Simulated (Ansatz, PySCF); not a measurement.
Spin states of CrO2 (SMILES [O]=[Cr]=[O]), each relaxed with B3LYP-D3(BJ)/def2-TZVP.
State 1 (charge 0, multiplicity 3):
```xyz
3

Cr     0.24666    -0.20411     0.24561
O      0.97414     0.29878    -1.08367
O     -1.25397    -0.04720     0.76775
```
State 2 (charge 0, multiplicity 1):
```xyz
3

Cr     0.27085    -0.22475     0.27086
O      0.93225     0.30448    -1.07155
O     -1.23627    -0.03225     0.73036
```

Singlets are restricted, other states unrestricted; no spin–orbit coupling, no relativity up to Kr; see below for the cores. The largest T1 diagnostic is 0.075.

Correlated levels freeze the inner cores; with def2 sets outer-core shells near the valence are correlated too.

Run with Ansatz (Gaussian orbitals); PySCF for the dispersion terms. 

```csv
level,energy of the multiplicity-1 state less that of the multiplicity-3 state (kJ/mol)
SVWN5/def2-TZVPP,96.3
PBE-D4/def2-TZVPP,100.4
B97M-V/def2-TZVPP,84.7
B3LYP/def2-TZVPP,100.5
B3LYP-D4/def2-TZVPP,100.4
BHLYP-D3(BJ)/def2-TZVPP,119.6
CAM-B3LYP-D3(BJ)/def2-TZVPP,103.7
wB97M-V/def2-TZVPP,82.8
B2PLYP/def2-TZVPP,(withheld)
```

Task: Some entries are withheld; supply them.

Result: 
- B2PLYP/def2-TZVPP, energy of the multiplicity-1 state less that of the multiplicity-3 state (kJ/mol): 78.2

Doubts at one or more of the structures used: a spin-contaminated determinant (B2PLYP/def2-TZVPP); a restricted determinant that unrestricted orbitals would lower (B2PLYP/def2-TZVPP).

Ansatz is a program for electronic structure.
